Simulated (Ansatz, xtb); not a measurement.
C4H7F3OS: 5 structures ranked

5 gas-phase structures of C4H7F3OS, from a drawn sample of its isomers (lower ones may exist). Each was relaxed with GFN2-xTB; where two conformers were screened, the lower at r2SCAN-D4/def2-SVP is listed:

A. `CO[C@H](C)SC(F)(F)F`, a singlet
B. `CS[C@H](C)OC(F)(F)F`, a singlet
C. `C[C@H](OC(F)F)SCF`, a singlet
D. `C[C@@H]([S@](C)=O)C(F)(F)F`, a singlet
E. `CSCOCC(F)(F)F`, a singlet

Question: Which do you expect lowest at r2SCAN-D4/def2-SVP, and how would the others follow?

Answer: Calculated order at r2SCAN-D4/def2-SVP: B (0.0), E (13.3), C (16.6), A (17.0), D (31.6) kcal/mol. Less than 1 kcal/mol parts C and A, so the order within that pair means little.

Energies above the lowest of each column, in kcal/mol; the last columns are at PBE-D3(BJ)/def2-SVP geometries and were run for some of them only (a dash: not run or not comparable):

```
structure  GFN2-xTB  HF/STO-3G  r2SCAN-D4/def2-SVP  PBE-D3(BJ)/def2-SVP  CCSD(T)/def2-SVP + ΔMP2/def2-TZVPP
        B       0.0        0.0                 0.0                  0.0                                 0.0
        E      14.8       10.5                13.3                 11.9                                11.6
        C      10.7       14.9                16.6                 14.7                                   –
        A      16.0       11.6                17.0                 15.2                                   –
        D      18.0      118.3                31.6                    –                                   –
```

Every level run on B puts it lowest or level with the lowest. Some further structures that were screened fall inside this span and aren't listed. Flexible structures stand in one conformer each, not always the lowest. Frequencies (GFN2-xTB) were run for B, E alone. ΔMP2 is the change of the MP2 energy from the smaller to the larger basis.

Over these structures GFN2-xTB departs from r2SCAN-D4/def2-SVP by 4.8 kcal/mol on average once a common shift is removed. A GFN2-xTB relaxation took about 0.12 s and the r2SCAN-D4/def2-SVP energy about 2.3 s on a shared host (Ansatz 0.2.0, xtb 6.7.1).
